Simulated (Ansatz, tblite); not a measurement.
Removing and adding an electron: Sn3H8. Charge 0, multiplicity 1. Geometry: PBE0-D4/def2-SVP. Ansatz, gas phase; energy differences of separate SCF runs; the oxidised species was run as a doublet alone; the reduced species was run as a doublet alone.

```xyz
11

Sn    2.279   -0.534    0.003
H     2.903    0.610    1.117
H     3.166   -1.993    0.162
H     2.514    0.075   -1.583
Sn   -0.433   -0.946    0.462
H    -0.694   -1.249    2.132
H    -0.948   -2.339   -0.401
Sn   -1.957    1.238   -0.339
H    -3.627    0.973   -0.051
H    -1.472    2.644    0.514
H    -1.731    1.520   -2.015
```

In the def2 sets Sn takes a core potential; there is no spin–orbit coupling. The xTB rows come from tblite. Correlated methods freeze 12 core orbitals; core or outer-core shells of Sn are correlated, in sets that lack core-valence functions. The rows differ in basis, and correlated rows in double-zeta sets carry the largest basis error.

```json
{"level": "GFN1-xTB", "−HOMO (eV)": "11.14", "vertical IE (eV)": "13.48", "−LUMO (eV)": "6.65", "vertical EA (eV)": "4.32", "HOMO–LUMO gap (eV)": "4.49", "IE − EA (eV)": "9.16", "remarks": "–"}
{"level": "GFN2-xTB", "−HOMO (eV)": "10.97", "vertical IE (eV)": "13.23", "−LUMO (eV)": "7.35", "vertical EA (eV)": "5.22", "HOMO–LUMO gap (eV)": "3.62", "IE − EA (eV)": "8.00", "remarks": "–"}
{"level": "HF/def2-SVP", "−HOMO (eV)": "–", "vertical IE (eV)": "8.51", "−LUMO (eV)": "–", "vertical EA (eV)": "–", "HOMO–LUMO gap (eV)": "–", "IE − EA (eV)": "–", "remarks": "–"}
{"level": "PBE-D4/def2-TZVP", "−HOMO (eV)": "6.43", "vertical IE (eV)": "8.80", "−LUMO (eV)": "1.80", "vertical EA (eV)": "–", "HOMO–LUMO gap (eV)": "4.63", "IE − EA (eV)": "–", "remarks": "–"}
{"level": "PBE-D4/def2-TZVPD", "−HOMO (eV)": "6.44", "vertical IE (eV)": "–", "−LUMO (eV)": "1.84", "vertical EA (eV)": "0.14", "HOMO–LUMO gap (eV)": "4.60", "IE − EA (eV)": "–", "remarks": "HOMO above zero (-1 doublet)"}
{"level": "r2SCAN-D4/def2-TZVP", "−HOMO (eV)": "6.66", "vertical IE (eV)": "8.88", "−LUMO (eV)": "1.53", "vertical EA (eV)": "–", "HOMO–LUMO gap (eV)": "5.13", "IE − EA (eV)": "–", "remarks": "–"}
{"level": "r2SCAN-D4/def2-TZVPD", "−HOMO (eV)": "6.66", "vertical IE (eV)": "–", "−LUMO (eV)": "1.55", "vertical EA (eV)": "-0.05", "HOMO–LUMO gap (eV)": "5.11", "IE − EA (eV)": "–", "remarks": "HOMO above zero (-1 doublet)"}
{"level": "PBE0-D4/def2-TZVP", "−HOMO (eV)": "7.35", "vertical IE (eV)": "8.98", "−LUMO (eV)": "1.02", "vertical EA (eV)": "–", "HOMO–LUMO gap (eV)": "6.33", "IE − EA (eV)": "–", "remarks": "–"}
{"level": "PBE0-D4/def2-TZVPD", "−HOMO (eV)": "7.35", "vertical IE (eV)": "–", "−LUMO (eV)": "1.08", "vertical EA (eV)": "-0.06", "HOMO–LUMO gap (eV)": "6.27", "IE − EA (eV)": "–", "remarks": "HOMO above zero (-1 doublet)"}
{"level": "MP2/def2-SVP", "−HOMO (eV)": "–", "vertical IE (eV)": "9.01", "−LUMO (eV)": "–", "vertical EA (eV)": "–", "HOMO–LUMO gap (eV)": "–", "IE − EA (eV)": "–", "remarks": "–"}
{"level": "CCSD/def2-SVP", "−HOMO (eV)": "–", "vertical IE (eV)": "8.94", "−LUMO (eV)": "–", "vertical EA (eV)": "–", "HOMO–LUMO gap (eV)": "–", "IE − EA (eV)": "–", "remarks": "–"}
{"level": "CCSD(T)/def2-SVP", "−HOMO (eV)": "–", "vertical IE (eV)": "8.94", "−LUMO (eV)": "–", "vertical EA (eV)": "–", "HOMO–LUMO gap (eV)": "–", "IE − EA (eV)": "–", "remarks": "–"}
```

   A HOMO above zero means that the electron is unbound at that level or that self-interaction error raises the level; the energy of removing that electron tells which. Raw xTB energy differences between charge states are shifted by several eV; the methods need an empirical correction for them. A negative affinity means that the extra electron isn't bound; its size then hangs on the basis.
